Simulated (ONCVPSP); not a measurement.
# Logarithmic derivatives: La (Z = 57), ONCV

lanthanum (La), optimised norm-conserving Vanderbilt (ONCV), made with ONCVPSP 4.0.1 (PBE, scalar-relativistic). Core [Kr] 4d10, reference 5s2 5p6 5d1 (charge +2). Waves: 5s: rc 1.80 bohr, ncon 4, nbas 8, qcut 3.6 1/bohr, 2 projectors, debl 1 Ha; 5p: rc 2.30 bohr, ncon 4, nbas 7, qcut 5.8 1/bohr, 2 projectors, debl 3.2 Ha; 5d: rc 4.00 bohr, ncon 3, nbas 8, qcut 3.2 1/bohr, 2 projectors, debl 0.6 Ha; f scattering state at 0.43 Ha: rc 3.95 bohr, ncon 5, nbas 10, qcut 3.2 1/bohr, 3 projectors, debl 2.9 Ha. Local part: polynomial inside 1.65 bohr (lpopt 4, dvloc0 0 Ha). Core correction: none.

In the s channel the program set the typed energies aside and used -1.893, 0.250 Ha. In the f channel the program set the typed energies aside and used -0.624, 0.050, 2.950 Ha.

The phase is arctan(r·R′/R) of the radial function R(r), unwrapped; energies in Ha, scanned from -3 to 5 Ha. A pole is an energy at which the radial function vanishes at the test radius. The pseudo phase is shifted by a multiple of π to meet the all-electron one at the reference energy, and phase errors are pseudo minus all-electron; the curves can meet again beyond the range given. Levels narrower than the energy grid can be missing from the lists of poles.

Problem. For each channel, where are the poles, and over which energies does the pseudopotential scatter like the atom?

Solution.

```tsv
channel	radius (bohr)	reference energy (Ha)	poles, all-electron	poles, pseudo	unbroken range about the reference energy with phases within 0.05 rad	phase error 1 Ha above the reference energy (rad)
s	1.82	-1.89	-0.45	-0.45, 4.36	below 2.5	-0.000
p	2.33	-1.28	-0.71, 4.40	-0.71, 4.30	the whole range	-0.000
d	4.07	-0.54	-0.46, 0.89, 3.04	-0.46, 0.95, 3.43, 4.68	below 1.3	+0.004
f	4.02	-0.62	-0.62, 0.42, 1.95, 4.18	-0.62, 0.66, 3.31	-0.6 to -0.6	+0.049
```

Note: ghosts flagged at negative energy: f at -8391.5 eV; GHOST(+) flagged for s at 123.9 eV, f at 375.9 eV, f at 562.6 eV. A true bound ghost makes a file unfit for plane-wave use.

Phases in the s channel:

| E (Ha) | all-electron | pseudo |
| --- | --- | --- |
| -2.98 | 0.432 | 0.430 |
| -2.54 | -0.425 | -0.426 |
| -2.10 | -1.044 | -1.044 |
| -1.66 | -1.308 | -1.308 |
| -1.22 | -1.441 | -1.441 |
| -0.78 | -1.524 | -1.524 |
| -0.34 | -1.584 | -1.584 |
| 0.10 | -1.635 | -1.635 |
| 0.54 | -1.683 | -1.683 |
| 0.98 | -1.736 | -1.736 |
| 1.42 | -1.799 | -1.800 |
| 1.86 | -1.889 | -1.893 |
| 2.30 | -2.035 | -2.056 |
| 2.74 | -2.331 | -2.433 |
| 3.18 | -2.998 | -3.393 |
| 3.62 | -3.798 | -4.185 |
| 4.06 | -4.188 | -4.521 |
| 4.50 | -4.366 | -4.846 |
| 4.94 | -4.464 | -6.539 |
